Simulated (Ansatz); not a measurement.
A nudged elastic band was laid between two geometries of ClH3Sn + H2S (8 atoms, charge 0, multiplicity 1).

Theory: RKS PBE-D4/def2-SVP (Ansatz 0.2.0).

```
movable images  : 5
climbing image  : yes
spring          : 5.0 eV/Å²
optimiser       : quadratic models (default)
start path      : through a guess of the saddle point
force threshold : 0.03 eV/Å
iteration limit : 60
end points      : relaxed
```

First end point:

```xyz
8
Properties=species:S:1:pos:R:3
Sn 0.284 0.051 -0.132
Cl 0.168 -0.208 2.250
H 1.981 -0.012 -0.457
H -0.388 1.588 -0.502
H -0.542 -1.290 -0.819
S -3.328 0.132 0.981
H -3.345 -1.227 0.911
H -2.330 0.093 1.915
```

Last end point:

```xyz
8
Properties=species:S:1:pos:R:3
Sn -0.450 -0.048 -0.540
Cl -0.412 0.705 3.178
H 0.699 -1.021 0.291
H -0.120 1.637 -0.476
H -0.681 -0.593 -2.165
S -2.630 -0.276 0.623
H -2.476 -1.614 0.831
H -1.431 0.338 2.405
```

(1) Which bonds break or form, and what moves?

(2) Give the energies along the band, and the barrier.

(3) What is the geometry of the highest image?

(4) What are the harmonic wavenumbers there?

## Answers

(1) Bonds broken: Sn1–Cl2, S6–H8. Bonds formed: Sn1–S6, Cl2–H8. ClH3Sn + H2S becomes ClH + H4SSn.

(2) The run converged. The highest image is number 2 of 0 to 6, 17.9 kcal/mol above the first end and 13.2 kcal/mol above the last; the last end lies 4.6 kcal/mol above the first. A vibrational analysis at the climbing image gives one clearly imaginary mode, 317i cm⁻¹: a first-order saddle point. The orbitals stay closed-shell, which can raise the energy where a bond breaks towards radicals; this wasn't checked here.

```tsv
image	path coordinate (Å)	energy (kcal/mol)	Sn1–Cl2 (Å)	S6–H8 (Å)	Sn1–S6 (Å)
0	0.00	0.0	2.40	1.37	3.78
1	1.22	4.4	2.43	1.37	3.49
2	2.45	17.9	2.77	1.54	2.74
3	2.82	14.0	3.00	1.79	2.61
4	3.19	8.4	3.28	1.99	2.53
5	3.56	5.3	3.57	2.13	2.49
6	3.93	4.6	3.79	2.23	2.48
```

(3) 
```xyz
8
Properties=species:S:1:pos:R:3
Sn -0.260 0.058 -0.230
Cl -0.201 0.462 2.507
H 1.229 -0.749 0.106
H -0.218 1.746 -0.548
H -0.903 -0.784 -1.621
S -2.761 -0.216 0.854
H -2.598 -1.549 1.089
H -1.788 0.159 1.992
```

(4) 317i, 98, 198, 282, 312, 407, 465, 540, 614, 684, 746, 763, 1038, 1203, 1784, 1842, 1898, 2618 cm⁻¹.

Time of the run: 3.7 min on 2 threads of Arm Neoverse V1, with other jobs on the host, peak memory 0.13 GiB.
